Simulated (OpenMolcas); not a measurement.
# Ga²⁺: effect of the basis set

```yaml
Program: OpenMolcas 26.06
Method: "SS-CASPT2, IPEA 0.25 Eh, imaginary shift 0.1 Eh (closed shells correlated: 3d)"
Active_space: 1 electron in 4 orbitals (4s 4p)
State_averaging: 2S+1 = 2 even, 1 root; 2S+1 = 2 odd, 3 roots
Spin-orbit_coupling: RASSI with atomic mean-field integrals over the reference wave functions, term energies averaged over their components
```

A. ANO-RCC-VDZP [5s4p2d], DKH2, point nucleus; CASPT2 step about 0.8 core-seconds
B. ANO-R1 [5s4p3d1f], X2C, finite nucleus; CASPT2 step of the order of 0.6 core-seconds
C. ANO-RCC-VTZP [6s5p3d1f], DKH2, point nucleus; CASPT2 step about 0.8 core-seconds
D. ANO-RCC-VQZP [7s6p4d2f1g], DKH2, point nucleus; CASPT2 step roughly 1 core-seconds
E. ANO-R2 [6s5p4d3f1g], X2C, finite nucleus; CASPT2 step about 1 core-seconds
F. ANO-R3 [7s6p5d4f2g], X2C, finite nucleus; CASPT2 step roughly 1.4 core-seconds

Energies in cm-1 above 4s 2S 1/2, the measured ground level; measured values from Shirai, Reader, Kramida and Sugar, J. Phys. Chem. Ref. Data 36, 509 (2007).

| Level | A | B | C | D | E | F | Measured |
| --- | --- | --- | --- | --- | --- | --- | --- |
| 4s 2S 1/2 | 0.0 | 0.0 | 0.0 | 0.0 | 0.0 | 0.0 | 0.0 |
| 4p 2P* 1/2 | 64316 | 64120 | 65174 | 65466 | 65013 | 65477 | 65169 |
| 4p 2P* 3/2 | 66003 | 65874 | 66556 | 66885 | 66367 | 66921 | 66888 |

Deviations, from unrounded energies. A percentage is the sum of absolute deviations over the sum of measured energies, with the sign that they share, or ± where signs differ.

```tsv
Against measurement	Levels	A	B	C	D	E	F
mean absolute deviation (cm-1)	2	870	1000	170	150	340	170
other configurations (%)	2	-1.3	-1.6	±0.3	±0.2	-0.5	+0.3
```

D lies closest to measurement on these levels and B furthest from it. The largest miss of D in the table is 4p 2P* 1/2, by +300 cm-1. The ranking rests on the paired levels alone, and a cruder setting can come out closer through cancelling errors.

Among A to F the level of the table that moves most is 4p 2P* 1/2, by 1400 cm-1 (lowest in B, highest in F).

With one active electron, CASPT2 adds the correlation within the correlated inactive shells and between them and that electron, and leaves the splitting within a term as the reference gives it. Measured partners are found by configuration, term and J. A level has none where our copy of the source lacks it or the pairing is in doubt (some pairs that miss far off the trend of their configuration count as doubtful), and it then counts in no deviation. Levels of configurations outside the active space are missing.

* marks odd parity.
